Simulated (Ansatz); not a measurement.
```xyz
2

Ti   -0.0046   -0.0161   -0.3765
O     0.0244    0.0213    1.2029
```

Basis set: 6-31G (spherical functions). Correlated methods keep 6 orbitals frozen. Charge 0, multiplicity 3.

Computed with Ansatz (development build ahead of 0.2.0); each method stands on the lowest determinant of its kind that the runs found.

(1) Give the atomization energy at this shape (free ground-state atoms in the same class of orbitals less the molecule, no zero-point energy) of triplet TiO by UHF-MP2, UHF.

## Answers

(1)

```json
{"method": "UHF-MP2", "atomization energy": "565.8 kJ/mol"}
{"method": "UHF", "atomization energy": "164.9 kJ/mol"}
```

This basis has no polarisation functions and is too small for such energies, which can lie far from measured ones in either direction.
